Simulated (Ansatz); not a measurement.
Mulliken charges of BCl2H3Si (`[SiH3]B(Cl)Cl`) from ωB97M-V/def2-TZVPP in Ansatz (PBE0-D4/def2-TZVP geometry).

| atom | x (Å) | y (Å) | z (Å) | charge (e) |
| --- | --- | --- | --- | --- |
| Si1 | -0.091 | 0.859 | -0.237 | 0.030 |
| B2 | 0.170 | -1.076 | 0.277 | 0.147 |
| Cl3 | -1.226 | -2.096 | 0.516 | -0.066 |
| Cl4 | 1.753 | -1.772 | 0.492 | -0.062 |
| H5 | -0.846 | 0.917 | -1.518 | -0.015 |
| H6 | -0.902 | 1.530 | 0.816 | -0.015 |
| H7 | 1.203 | 1.570 | -0.393 | -0.020 |

Task: By hand: the dipole of these point charges (1 e Å = 4.8032 D).

Result: Σ q r = (-0.003, 0.048, -0.013) e Å, of length 0.050 e Å = 0.24 D.

Task: How does the dipole of the full density compare? (Best estimate.)

Result: The calculation gave: (0.003, 0.079, -0.021) e Å, 0.39 D; the point charges give 0.62 times that, at 6° from its direction.

Point charges leave out the atoms' own dipoles, such as those of lone pairs, and Mulliken's split depends on the basis, so the two needn't agree.
